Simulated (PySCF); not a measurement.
**SMILES CC(C)OCC1CCC1, C$_{8}$H$_{16}$O**

Molfile (atoms numbered from 1):
```
C8H16O
     RDKit          3D

 25 25  0  0  0  0  0  0  0  0999 V2000
   -2.4398    1.3914   -0.1711 C   0  0  0  0  0  0  0  0  0  0  0  0
   -1.7779    0.0900    0.2896 C   0  0  0  0  0  0  0  0  0  0  0  0
   -2.8153   -0.8743    0.8570 C   0  0  0  0  0  0  0  0  0  0  0  0
   -1.1482   -0.5784   -0.7965 O   0  0  0  0  0  0  0  0  0  0  0  0
    0.1507   -0.1461   -1.1251 C   0  0  0  0  0  0  0  0  0  0  0  0
    1.2290   -0.6266   -0.1524 C   0  0  0  0  0  0  0  0  0  0  0  0
    2.6778   -0.5619   -0.6690 C   0  0  0  0  0  0  0  0  0  0  0  0
    3.1132    0.0460    0.6723 C   0  0  0  0  0  0  0  0  0  0  0  0
    1.6377    0.2834    1.0229 C   0  0  0  0  0  0  0  0  0  0  0  0
   -3.1783    1.1735   -0.9385 H   0  0  0  0  0  0  0  0  0  0  0  0
   -1.7034    2.0764   -0.5854 H   0  0  0  0  0  0  0  0  0  0  0  0
   -2.9304    1.8773    0.6679 H   0  0  0  0  0  0  0  0  0  0  0  0
   -1.0334    0.3174    1.0654 H   0  0  0  0  0  0  0  0  0  0  0  0
   -3.5237   -1.1422    0.0781 H   0  0  0  0  0  0  0  0  0  0  0  0
   -2.3283   -1.7809    1.2057 H   0  0  0  0  0  0  0  0  0  0  0  0
   -3.3464   -0.4130    1.6849 H   0  0  0  0  0  0  0  0  0  0  0  0
    0.3431   -0.5867   -2.1090 H   0  0  0  0  0  0  0  0  0  0  0  0
    0.1940    0.9482   -1.2244 H   0  0  0  0  0  0  0  0  0  0  0  0
    0.9606   -1.6297    0.1846 H   0  0  0  0  0  0  0  0  0  0  0  0
    2.7843    0.1357   -1.4979 H   0  0  0  0  0  0  0  0  0  0  0  0
    3.1346   -1.5101   -0.9429 H   0  0  0  0  0  0  0  0  0  0  0  0
    3.7419    0.9321    0.6156 H   0  0  0  0  0  0  0  0  0  0  0  0
    3.5877   -0.6814    1.3275 H   0  0  0  0  0  0  0  0  0  0  0  0
    1.3373    1.3195    0.8712 H   0  0  0  0  0  0  0  0  0  0  0  0
    1.3223   -0.0354    2.0149 H   0  0  0  0  0  0  0  0  0  0  0  0
  1  2  1  0
  2  3  1  0
  2  4  1  0
  4  5  1  0
  5  6  1  0
  6  7  1  0
  7  8  1  0
  8  9  1  0
  9  6  1  0
  1 10  1  0
  1 11  1  0
  1 12  1  0
  2 13  1  0
  3 14  1  0
  3 15  1  0
  3 16  1  0
  5 17  1  0
  5 18  1  0
  6 19  1  0
  7 20  1  0
  7 21  1  0
  8 22  1  0
  8 23  1  0
  9 24  1  0
  9 25  1  0
M  END
```

The calculation used GIAO BHandHLYP/pcSseg-1 magnetisability, rotational g tensor and spin-rotation constants, non-relativistic, gas phase in PySCF. Geometry: GFN2-xTB.

Task: Give the nuclear spin-rotation constants along the inertial axes (H = +C I·J) beside the isotropic shieldings.

Result: Rotational constants 3.3583, 0.7799, 0.7591 GHz. A star marks the isotopologue with that one atom substituted, in its own axes.
| atom | isotope | Caa (kHz) | Cbb (kHz) | Ccc (kHz) | mean (kHz) | σ (ppm) |
| --- | --- | --- | --- | --- | --- | --- |
| H10 | 1H | -0.167 | -0.032 | -0.086 | -0.095 | 31.0 |
| H11 | 1H | -0.178 | -0.085 | -0.021 | -0.094 | 30.2 |
| H12 | 1H | -0.272 | -0.014 | -0.084 | -0.123 | 31.2 |
| H13 | 1H | -0.104 | -0.014 | -0.083 | -0.067 | 28.6 |
| H14 | 1H | -0.173 | -0.025 | -0.086 | -0.095 | 30.7 |
| H15 | 1H | -0.257 | -0.090 | -0.001 | -0.116 | 30.5 |
| H16 | 1H | -0.256 | -0.014 | -0.085 | -0.118 | 31.1 |
| H17 | 1H | -0.353 | 0.043 | -0.079 | -0.130 | 28.4 |
| H18 | 1H | -0.373 | -0.076 | 0.039 | -0.137 | 28.4 |
| H19 | 1H | -0.349 | -0.091 | 0.037 | -0.135 | 29.4 |
| H20 | 1H | -0.377 | -0.055 | -0.007 | -0.146 | 30.4 |
| H21 | 1H | -0.249 | -0.059 | -0.024 | -0.111 | 29.9 |
| H22 | 1H | -0.232 | -0.082 | -0.009 | -0.107 | 30.1 |
| H23 | 1H | -0.246 | -0.070 | -0.015 | -0.110 | 29.9 |
| H24 | 1H | -0.338 | -0.084 | 0.015 | -0.136 | 30.2 |
| H25 | 1H | -0.323 | -0.013 | -0.050 | -0.128 | 29.6 |
| C1 | 13C* | 0.544 | 0.111 | 0.104 | 0.253 | 165.1 |
| C2 | 13C* | 0.800 | 0.141 | 0.181 | 0.374 | 117.1 |
| O4 | 17O* | -0.369 | -0.091 | -0.085 | -0.181 | 260.1 |
| C5 | 13C* | 0.641 | 0.196 | 0.188 | 0.342 | 110.6 |
| C6 | 13C* | 0.573 | 0.139 | 0.132 | 0.282 | 147.8 |
| C7 | 13C* | 0.447 | 0.122 | 0.124 | 0.231 | 162.6 |
| C8 | 13C* | 0.515 | 0.103 | 0.107 | 0.242 | 168.2 |

For the geometry as given, no vibrational averaging.
